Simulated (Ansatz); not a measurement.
Reaction (cleavage of the B–P bond): `NBPS` + HBr → `NBBr` + `PS`

Computed with Ansatz on PBE0-D4/def2-TZVP structures; ΔE is electronic, products minus reactants. CCSD(T)/CBS adds triple-zeta CCSD(T) − MP2 to the extrapolated MP2 energy (def2 sets, frozen cores). This one scheme is used for every species. Functionals use def2-TZVPP. HSE06 is defined as in plane-wave codes. For Br outer-core shells are correlated without core-valence functions, which leaves a few kJ/mol of doubt a bond. Scalar relativity is left out up to krypton. One conformer a species, not always the lowest.

Question: Is it downhill or uphill in electronic energy at CCSD(T)/CBS, and by how much? (Estimate.)

Answer: The calculation gave: Downhill: ΔE = -78.6 kJ/mol.

Question: What do these levels give: LDA (SPW92), B97M-V, HSE06-D4, BHLYP-D4, ωB97X-V, revPBE, PBE0, MP2/def2-SVP, CCSD/def2-TZVPP, CCSD(T)/def2-TZVPP, HF/def2-QZVPP, MP2/def2-QZVPP? (Best estimate.)

Answer: The calculation gave: LDA (SPW92) -71.9, B97M-V -76.1, HSE06-D4 -75.3, BHLYP-D4 -81.6, ωB97X-V -78.4, revPBE -76.2, PBE0 -78.1, MP2/def2-SVP -79.8, CCSD/def2-TZVPP -80.2, CCSD(T)/def2-TZVPP -77.8, HF/def2-QZVPP -92.9, MP2/def2-QZVPP -82.3 kJ/mol.

Largest T1 diagnostic among the species: 0.014.

From PBE to PBE0 (25 % exact exchange), in def2-TZVPP and without D4, ΔE moves by −3.2 kJ/mol. Leaving LDA and LC-ωPBE aside and taking each functional with its dispersion term where it has one, the values, not all of them listed here, spread over 12.4 kJ/mol, from B2PLYP to revPBE-D4.
